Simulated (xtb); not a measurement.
GaCl4, SMILES [Cl][Ga-]([Cl])([Cl])[Cl], charge -1. All values are semi-empirical tight-binding results from xtb (GFN2-xTB unless named), good for trends rather than for accurate numbers. Coordinates come from a GFN2-xTB optimisation. The isomer is the one that the SMILES or the coordinates give; other isomers of the formula were not compared.

For metal compounds this method's bond lengths and energies can be far off.

```json
{
 "point_group_as_xtb_finds_it": "Td",
 "orbital_gap": "6.27 eV",
 "zero_point_energy": "2.5 kcal/mol",
 "G − E(el) at 298.15 K (modified RRHO)": "-18.4 kcal/mol"
}
```
